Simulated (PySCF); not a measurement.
B(H)(Et)(OMe) (C3H9BO), SMILES CCBOC.

Coordinates come from a r2SCAN-D4/def2-SVP optimisation. The structure was generated by enumeration, and PubChem lists no compound with its InChIKey, so it may never have been made. The values are those of a single conformer.

Two levels are set side by side: TDDFT-PBE/def2-SVPD (PySCF) and TDDFT-M06-2X/def2-SVPD (PySCF). Vertical, same geometry. The lowest singlet is HOMO→LUMO 100 % with PBE and HOMO→LUMO+1 93 % with the other functional; states are paired by order. Differences are taken from unrounded values.

| quantity | TDDFT-M06-2X | TDDFT-PBE | TDDFT-PBE minus TDDFT-M06-2X |
|---|---|---|---|
| lowest singlet excitation (eV) | 6.26 | 5.77 | -0.49 |
| lowest triplet excitation (TDA) (eV) | 5.92 | 5.31 | -0.62 |
| first bright state (f over 0.05) (eV) | 8.37 | 7.25 | -1.12 |
| its oscillator strength | 0.13 | 0.08 | -0.05 |

A lower first singlet is the usual sign of a functional without exact exchange. Differences between two approximate levels are no errors against the true value.

Rough cost on one machine, each run with all the roots and properties that it gave: TDDFT-M06-2X against TDDFT-PBE about 20 times.
